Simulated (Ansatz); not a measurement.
Reaction (substitution at a C–C bond): `CC[Si](N)(O)Cl` + `C=C=N` → `C=C=NC` + `C[Si](N)(O)Cl`

Gas-phase electronic energies from Ansatz, PBE0-D4/def2-TZVP geometries. CCSD(T)/CBS is the MP2 limit (def2-TZVPP, def2-QZVPP) plus CCSD(T) − MP2 in def2-TZVPP, frozen cores. This one scheme is used for every species. DFT in def2-TZVPP. B3LYP here is the variant with VWN-RPA as its local correlation; programs differ in this. One conformer a species, not always the lowest.

| level | ΔE (kJ/mol) | difference from CCSD(T)/CBS |
| --- | --- | --- |
| r2SCAN-D4 | 9.5 | -2.5 |
| B3LYP-D4 | 8.1 | -3.9 |
| ωB97X-V | 10.9 | -1.1 |
| B2PLYP | 6.0 | -6.0 |
| PBE-QIDH | 10.0 | -2.0 |
| revPBE | 4.4 | -7.6 |
| BLYP | 1.3 | -10.7 |
| r2SCANh | 8.9 | -3.1 |
| BHLYP | 4.9 | -7.1 |
| CCSD(T)/def2-SVP | 12.2 | 0.2 |
| CCSD(T)/CBS | 12.0 | 0 |

Largest T1 diagnostic among the species: 0.015.

The D4 term adds +4.8 kJ/mol with B3LYP and +2.8 kJ/mol with PBE0; it sums over pairs of atoms, weighted by their polarisabilities, and B3LYP, whose exchange is more repulsive, gets the larger term. From BLYP to BHLYP (50 % exact exchange), in def2-TZVPP and without D4, ΔE moves by +3.6 kJ/mol.
